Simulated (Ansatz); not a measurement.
Mulliken charges of CH$_{3}$IOSi, SMILES `I[SiH]1CO1` from PBE/def2-TZVPP in Ansatz (PBE0-D4/def2-TZVP geometry).

```tsv
atom	x (Å)	y (Å)	z (Å)	charge (e)
I1	1.034	-2.188	-1.499	-0.103
Si2	-0.092	-0.786	0.107	0.368
C3	-0.136	1.006	-0.048	-0.105
O4	0.800	0.352	0.901	-0.321
H5	-1.041	-1.585	0.904	-0.043
H6	0.377	1.510	-0.864	0.101
H7	-0.881	1.622	0.453	0.102
```

Question: By hand: the dipole of these point charges (1 e Å = 4.8032 D).

Answer: Σ q r = (-0.390, 0.104, -0.170) e Å, of length 0.438 e Å = 2.10 D.

Question: How does the dipole of the full density compare? (Best estimate.)

Answer: Ansatz gave: (-0.273, -0.017, -0.129) e Å, 1.45 D; the point charges give 1.45 times that, at 17° from its direction.

Point charges leave out the atoms' own dipoles, such as those of lone pairs, and Mulliken's split depends on the basis, so the two needn't agree.
